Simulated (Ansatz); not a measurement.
Basis-set series for C$_{2}$H$_{6}$ClNSi, SMILES `C=C[SiH](N)Cl`. Charge 0, multiplicity 1. Geometry: relaxed with PBE0-D4/def2-TZVP. It is one conformer, not always the lowest.

```json
{"functional": "PBE0-D4", "basis": "def2-SVP", "functions": "108", "energy (Eh)": "-883.56846", "HOMO (eV)": "-7.67", "LUMO (eV)": "-0.46"}
{"functional": "PBE0-D4", "basis": "def2-TZVPP", "functions": "261", "energy (Eh)": "-883.98827", "HOMO (eV)": "-7.87", "LUMO (eV)": "-0.71"}
{"functional": "ωB97M-V", "basis": "def2-SVP", "functions": "108", "energy (Eh)": "-883.88749", "HOMO (eV)": "-10.00", "LUMO (eV)": "1.72"}
{"functional": "ωB97M-V", "basis": "def2-TZVPP", "functions": "261", "energy (Eh)": "-884.31334", "HOMO (eV)": "-10.21", "LUMO (eV)": "1.32"}
```

(1) Give the rows for def2-QZVPP. (An estimate is asked.)

Answers

(1) Computed: 
| functional | basis | functions | energy (Eh) | HOMO (eV) | LUMO (eV) |
| --- | --- | --- | --- | --- | --- |
| PBE0-D4 | def2-QZVPP | 491 | -884.01975 | -7.91 | -0.78 |
| ωB97M-V | def2-QZVPP | 491 | -884.34306 | -10.26 | 1.14 |

Positive LUMOs are unbound and depend on the basis.
